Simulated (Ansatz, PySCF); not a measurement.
Stretching the Si1–F2 bond in F2Si (SMILES F[Si]F) (multiplicity 1 held, fragments rigid). Energies count from the point at 1.609 Å.
Geometry at that point (charge 0, multiplicity 1):
```xyz
3

Si     0.013     0.002     0.577
F      1.012    -0.703    -0.469
F     -1.032     0.700    -0.428
```

R- and RO- levels are restricted; in cc, def2 and unpolarised 6-31G sets they are followed outwards from rest. Unrestricted levels (U-) break spin symmetry where that is lower. Levels need not reach the same state.

Correlated levels freeze the cores. Rows in 6-31G* carry no dispersion term and start afresh at each structure (6-31G* with six Cartesian d functions).

Programs: Ansatz (a quantum-chemistry and plane-wave program) with Gaussian orbitals; PySCF for 6-31G* rows. Each number belongs to the level named beside it.

Energies in kcal/mol.

```csv
R (Å),R-HF/6-31G*,R-HF/cc-pV(T+d)Z,U-r2SCAN/cc-pV(T+d)Z,R-SCS-MP2/cc-pV(T+d)Z
1.287,74.3,63.0,70.2,71.4
1.448,11.4,7.8,11.5,11.7
1.609,0.0,0.0,0.0,0.0
1.770,9.9,10.7,7.3,7.6
1.931,27.8,27.8,21.5,22.4
2.172,57.6,…,45.5,47.9
2.414,85.1,80.5,67.9,72.3
2.816,121.8,…,97.9,106.1
3.218,148.5,139.1,117.2,132.0
3.701,172.0,161.2,128.6,155.4
4.344,193.9,181.9,135.7,177.3
5.149,210.1,…,139.4,192.8
```

Problem. Complete the blanks.

Solution. 
- 5.149, R-HF/cc-pV(T+d)Z: 198.0
- 2.172, R-HF/cc-pV(T+d)Z: 55.4
- 2.816, R-HF/cc-pV(T+d)Z: 114.1

Doubts at one or more of the structures used: a restricted determinant that unrestricted orbitals would lower (R-HF/6-31G*, R-HF/cc-pV(T+d)Z, R-SCS-MP2/cc-pV(T+d)Z); a spin-contaminated determinant (U-r2SCAN/cc-pV(T+d)Z).
